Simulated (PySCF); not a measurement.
Several molecules and their computed UV-vis stick spectra, shuffled. Theory: PySCF, TDDFT wB97X-D/def2-SVPD, vertical, gas phase, core orbitals frozen in the response. Geometries: GFN2-xTB; one conformer of each isolated species. Triplets are in the Tamm–Dancoff approximation.

A. `[H]/N=C\C#N`
B. `FC(F)(C(F)(F)F)C#P`
C. `O=CN1CCOCC1`

Lowest singlet levels (six at most, fewer where fewer were computed) with oscillator strengths:

1. 4.20 eV (f 0.000); 4.58 eV (f 0.000); 4.59 eV (f 0.000); 6.97 eV (f 0.022); 7.09 eV (f 0.041); 7.57 eV (f 0.830); T1 3.27 eV
2. 5.84 eV (f 0.001); 6.85 eV (f 0.217); 7.22 eV (f 0.032); 7.61 eV (f 0.051); 7.79 eV (f 0.015); 7.89 eV (f 0.065); T1 5.18 eV
3. 4.63 eV (f 0.005); 6.38 eV (f 0.000); 6.81 eV (f 0.149); 7.81 eV (f 0.002); 7.84 eV (f 0.009); 7.94 eV (f 0.045); T1 3.81 eV

**Question.** Match each spectrum to its molecule.

**Answer.** 1 = B, 2 = C, 3 = A.
- A: S1 at 4.63 eV, HOMO→LUMO (98%); Löwdin shares by element: HOMO nitrogen 66% or more, carbon 19%, hydrogen 8% or more; LUMO nitrogen 51%, carbon 43%; HOMO -10.88 and LUMO -0.59 eV; point group Cs, 1 of its 6 listed states under f = 0.0005.
- B: S1 at 4.20 eV, HOMO→LUMO (65%), HOMO-1→LUMO+1 (34%); Löwdin shares by element: HOMO carbon 51% or more, phosphorus 40%; LUMO phosphorus 51%, carbon 39% or more; HOMO -10.85 and LUMO -0.88 eV; point group Cs, 3 of its 6 listed states under f = 0.0005.
- C: S1 at 5.84 eV, HOMO-1→LUMO (46%), HOMO-1→LUMO+1 (38%); Löwdin shares by element: HOMO oxygen 32%, nitrogen 30%, carbon 7% or more (atoms not listed hold the other 31%); LUMO carbon 30% or more, oxygen 12% or more, hydrogen 6% or more (atoms not listed hold the other 52%); HOMO -8.88 and LUMO 2.08 eV.
